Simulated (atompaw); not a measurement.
**Before and after: PAW (atompaw) potential for Ba**

* Element: barium
* Generator: atompaw 4.2.0.5
* Type: PAW
* Functional: PBEsol
* Relativity: non-relativistic
* Frozen core: [Kr] 4d10
* Valence charge: 10
* Reference configuration: 5s2 5p6 5d0 6s2 6p0
* Partial waves: 5s (bound): rc 3.00 bohr; 6s (bound): rc 2.80 bohr; 5p (bound): rc 2.50 bohr; 6p (bound, empty): rc 3.00 bohr; 5d (bound, empty): rc 2.95 bohr; 5d channel at 2.15 Ry: rc 2.95 bohr
* Local potential: bessel scheme, radius 2.45 bohr
* Core correction: smooth core density matched at 1.75 bohr
* Augmentation charge: sinc compensation charge, radius 2.80 bohr; PAW radius 3.00 bohr; waves and projectors: modrrkj vanderbiltortho

Change: local potential troulliermartins scheme with l = 3 at -0.5 Ry, radius 2.45 bohr.

Cutoffs: the cutoffs (Ry, on a coarse ladder) from which the occupation-weighted sum of valence levels, in a spherical-Bessel basis at the reference potential, stays within 10 and 1 mRy of its value at 400 Ry; they do not see the model core or the augmentation charge, which bear on the density cutoff.

What does the change do?

The potential gets neither clearly harder nor softer (10 Ry and 18 Ry → 10 Ry and 18 Ry); a bound ghost appears in d, s, which as a rule spoils a file; the range in which the p phases agree narrows (upper end at the end of the scan → 0.4). A state that the projectors do not describe sees the local part alone, so a deeper or shallower local part can create or remove a ghost.

```csv
quantity,base,changed
"cutoff, loose",10 Ry,10 Ry
"cutoff, tight",18 Ry,18 Ry
bound ghosts,none,"s, d"
s: phases at 3.01 bohr within 0.05 rad from the reference energy up to (Ry; the scan ends near 5),3.9,to the end of the scan
p: phases at 3.01 bohr within 0.05 rad from the reference energy up to (Ry; the scan ends near 5),to the end of the scan,0.4
d: phases at 3.01 bohr within 0.05 rad from the reference energy up to (Ry; the scan ends near 5),n/a,-0.1
lowest overlap eigenvalue by channel,"s 0.38, p 0.84, d 1.00","s 0.33, p 0.62, d 1.00"
```

Changed file: The cutoffs count occupied waves only; the empty 5d level needs 15 Ry at the loose tolerance. A true bound ghost makes a file unfit for plane-wave use even where its test errors are small: the radial tests pick states by their node count and pass the ghost by. The cutoffs see the waves, projectors and local potential, not the compensation charge or the core.
